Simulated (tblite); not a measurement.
C₅H₇P₃Si.
Numbering: `[CH2:1]=[CH:2][c:3]1[p:4][cH:5][p:6][c:7]([SiH3:8])[p:9]1` (hydrogens: H10, H11 on C1; H12 on C2; H13 on C5; H14, H15, H16 on Si8)

A start from a force field or distance geometry was refined with tblite, GFN2-xTB geometry optimisation, gas phase. Values at the start:

| coordinate | start |
| --- | --- |
| C1=C2 | 1.308 Å |
| C1–H10 | 1.068 Å |
| C1–H11 | 1.097 Å |
| C2–C3 | 1.468 Å |
| C2–H12 | 1.088 Å |
| C3–P4 | 1.724 Å |
| C3–P9 | 1.748 Å |
| P4–C5 | 1.746 Å |
| C5–P6 | 1.736 Å |
| C5–H13 | 1.087 Å |
| P6–C7 | 1.728 Å |
| C7–Si8 | 1.826 Å |
| C7–P9 | 1.748 Å |
| Si8–H14 | 1.486 Å |
| C2–C3–P4 | 124.5° |
| C3–P4–C5 | 118.8° |
| C3–P9–C7 | 121.6° |
| P4–C3–P9 | 119.3° |
| P4–C5–P6 | 122.2° |
| C5–P6–C7 | 119.1° |
| P6–C7–Si8 | 122.7° |
| P6–C7–P9 | 119.0° |
| C1–C2–C3–P4 | -2° |

Task: How do these coordinates change at the GFN2-xTB level?

Result: 
```csv
coordinate,GFN2-xTB (Å or °),change
C7–Si8,1.906,+0.080
C3–P4,1.752,+0.028
Si8–H14,1.463,-0.023
C1=C2,1.330,+0.022
C1–H11,1.076,-0.021
P4–C5,1.726,-0.020
C7–P9,1.734,-0.014
P6–C7,1.739,+0.011
C2–C3,1.457,-0.011
C1–H10,1.079,+0.011
C3–P9,1.756,+0.008
C5–P6,1.731,-0.005
C5–H13,1.090,+0.003
C2–H12,1.086,-0.002
P4–C5–P6,136.0,+13.8
C3–P4–C5,105.8,-13.0
C5–P6–C7,106.4,-12.7
P6–C7–P9,131.4,+12.4
C3–P9–C7,109.3,-12.3
P4–C3–P9,131.2,+11.9
P6–C7–Si8,114.7,-8.0
C2–C3–P4,117.4,-7.1
C1–C2–C3–P4,1,+3
```

The energy falls by 23.7 kcal/mol over 42 L-BFGS steps, the largest force on an atom goes from 3.45 to 0.009 eV/Å, and the atoms move by 0.121 Å rms after alignment. The bond that changes most is C7–Si8 (substituted aromatic carbon to SiH3 silicon), which lengthens by 0.080 Å. Bonds longer at the end by more than 0.005 Å: 8 of 16; shorter: 6. Rotational constants go from 1565, 607.7, 439.9 to 1565, 612.2, 442.2 MHz.

Hardware: one thread, Arm Neoverse V1 (aarch64), shared host with 32 logical CPUs at a one-minute load of 10. Cost: 0.44 s wall.

Its lowest GFN2-xTB frequency is 20i cm⁻¹, too small to tell a flat minimum from a shallow saddle. One conformer, not necessarily the lowest.

Conformer computed: `[CH2:1]=[CH:2][c:3]1[p:4][cH:5][p:6][c:7]([SiH3:8])[p:9]1`: C1–C2–C3–P4 1°.
